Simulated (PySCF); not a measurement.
Orbital picture of SnC

PBEsol at R = 2.031 Å; PySCF, scalar-relativistic core potentials, basis sets Sn cc-pVDZ-PP with ECP28, C cc-pVDZ. State: ³Π (triplet), unpaired electrons σ ↑, π ↑. Only the outer orbitals are listed, counted within each symmetry, core potentials removing the inner ones.

```tsv
spin	orbital	occ.	ε (eV)	on Sn (%)	main shells (%)
α	5σ	1	-14.96	30	67 C s, 23 Sn s
α	6σ	1	-10.02	67	62 Sn s, 23 C s, 10 C p
α	3π	1	-6.09	32	67 C p, 31 Sn p
α	7σ	1	-6.05	40	57 C p, 30 Sn p, 10 Sn s
α	3π	1	-5.41	34	66 C p, 33 Sn p
α	4π	0	-2.97	71	69 Sn p, 29 C p
α	4π	0	-2.41	69	67 Sn p, 31 C p
α	8σ	0	0.30	93	79 Sn p, 12 C p
β	5σ	1	-13.49	45	50 C s, 38 Sn s
β	6σ	1	-8.91	66	54 Sn s, 32 C s, 11 Sn p
β	3π	1	-4.72	59	58 Sn p, 40 C p
β	3π	0	-4.51	64	63 Sn p, 36 C p
β	7σ	0	-4.12	36	55 C p, 31 Sn p, 9 C s
β	4π	0	-1.82	45	55 C p, 42 Sn p
```

Problem. Which are the highest filled and the lowest empty level, where do they sit, and how wide is the gap?

Solution. Highest filled β 3π at -4.72 eV (in %: 58 Sn p, 40 C p); lowest empty β 3π at -4.51 eV (in %: 63 Sn p, 36 C p); the gap at PBEsol is 0.21 eV. Both belong to one degenerate shell, split only by its one-sided filling, so this is no excitation gap.

* bond order (Mayer): 2.19
* ⟨S²⟩: 2.064
* charge on Sn (Mulliken, basis-dependent): 0.28
* charge on Sn (Löwdin, basis-dependent): 0.29
* dipole moment (positive dipole means Sn(−)C(+)): -2.36 D

Spin–orbit coupling is left out. The state is the lowest determinant that a PBE0 search found; another state may lie lower at other levels.
